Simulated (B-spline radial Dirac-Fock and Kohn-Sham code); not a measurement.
ΔSCF core binding energies without Breit or QED terms, calculated with a B-spline atomic structure program.

A sound run for atomic gallium in the configuration [Ar] 3d10 4s2 4p1: The ground state converged in 11 iterations, with total energy -1942.56375 Ha, virial ratio 1.98003 and highest orbital energy -5.60 eV. ΔSCF binding energies: K (1s) 10396.0 eV, L3 (2p3/2) 1126.0 eV, M5 (3d5/2) 24.79 eV.

A second run, with one unsound setting: The ground state converged in 15 iterations, with total energy -59.54167 Ha, virial ratio 20.17867 and highest orbital energy -1.21 eV. ΔSCF binding energies: K (1s) 13.74 eV, L3 (2p3/2) 12.16 eV, M5 (3d5/2) 9.43 eV.

```
iter   energy (Ha)        error
   1      -34.42835267  1.85e-01
   2      -31.53314112  2.35e+00
   3      -57.49298166  1.12e-01
   4      -58.72492956  1.19e-01
   5      -58.95737289  6.03e-02
   6      -59.28575389  4.36e-02
   7      -59.53474748  5.06e-03
   8      -59.54067338  2.04e-03
   9      -59.54151881  7.81e-04
  15      -59.54167039  1.04e-07
```

Q: Which fault fits the second run best?
A. too few iterations
B. unbound anion
C. nuclear radius in wrong units
D. tolerance below the noise

A: C. The input had radius_factor = 100000.0: radius_factor inflates the nucleus far beyond its size, which weakens the binding of the inner electrons.
